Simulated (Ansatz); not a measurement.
`BCB[SiH2]F` → `BB[SiH2]F` + `[CH2]` (triplet) at 500 K and 1 bar (formal loss of a carbene).

Calculated with Ansatz (gas phase, PBE0-D4/def2-TZVP geometries, no zero-point term in ΔE). CBS: MP2 limit from def2 TZ/QZ plus the TZ coupled-cluster correction, frozen cores. This one scheme is used for every species. Triplets are unrestricted, without spin–orbit coupling. Each species was taken in one conformer, which may not be the lowest.

| species | CCSD(T)/CBS energy (Eh) | H − E (kJ/mol) | S (J/(mol·K)) |
| --- | --- | --- | --- |
| `BCB[SiH2]F` | -480.74436 | 260.7 | 440.5 |
| `BB[SiH2]F` | -441.46272 | 177.7 | 388.3 |
| `[CH2]` (triplet) | -39.09499 | 62.7 | 213.9 |

H − E and S are ideal-gas, rigid-rotor, harmonic terms from PBE0-D4/def2-TZVP, for one conformer and one mirror image of each species, with the whole ground term of open shells counted as degenerate. 1 Eh = 2625.50 kJ/mol, R = 8.31446 J/(mol·K).

**Question.** By hand: ΔE, ΔH, ΔS and ΔG.

**Answer.** ΔE = (-441.46272) + (-39.09499) − (-480.74436) = 0.18665 Eh = 490.0 kJ/mol. Δ(H − E) = 177.7 + 62.7 − 260.7 = -20.3, so ΔH = 469.7 kJ/mol. ΔS = 388.3 + 213.9 − 440.5 = 161.7 J/(mol·K). ΔG = 469.7 − 500 × (161.7)/1000 = 388.9 kJ/mol.

**Question.** By hand: the equilibrium constant, and the temperature at which ΔG would vanish if ΔH and ΔS stayed fixed.

**Answer.** log₁₀ K = −ΔG/(RT ln 10) = -40.6. ΔG = 0 at ΔH/ΔS = 2905 K, far beyond where these terms or the molecules hold.

The number of gas molecules changes by +1, which sets the sign of ΔS. A doubt of 5 kJ/mol in ΔE shifts log₁₀ K by 0.5 here. Other conformers and mirror images would add mixing entropy, several J/(mol·K) or more a flexible species. Modes under 60 cm⁻¹, often nearly free rotors, make the harmonic entropy too high. A triplet takes part, so the spin changes. These are equilibria of isolated gas molecules and say nothing of rates. Largest T1 diagnostic: 0.014 (customary marks: 0.02 for closed shells, 0.045 for open ones).
